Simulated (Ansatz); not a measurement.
Two isomers of C2H6OSSi: A = `S[SiH]1CCO1`, B = `COC([SiH3])=S`.

Program: Ansatz. Geometries: PBE0-D4/def2-TZVP. ΔE: electronic, gas phase. CBS: MP2 limit from def2 TZ/QZ plus the TZ coupled-cluster correction, frozen cores. Functionals use def2-TZVPP. B3LYP here is the variant with VWN-RPA as its local correlation; programs differ in this. Each species was taken in one conformer, which may not be the lowest.

Which is lower in electronic energy at CCSD(T)/CBS, and by how much? (Best estimate.)

The calculation gave: A, by 60.1 kcal/mol.

Give E(B) − E(A) in kcal/mol with r2SCAN-D4, B3LYP-D4, PBE-D4, ωB97M-V, B3LYP, B2PLYP, CCSD/def2-TZVPP. (An estimate is asked.)

Ansatz gave: r2SCAN-D4 57.7, B3LYP-D4 54.7, PBE-D4 54.5, ωB97M-V 60.8, B3LYP 54.7, B2PLYP 56.7, CCSD/def2-TZVPP 61.1. None reverses the order clearly.

Largest T1 diagnostic: 0.017.

From PBE to PBE0 (25 % exact exchange), in def2-TZVPP and without D4, E(B) − E(A) moves by +5.8 kcal/mol.
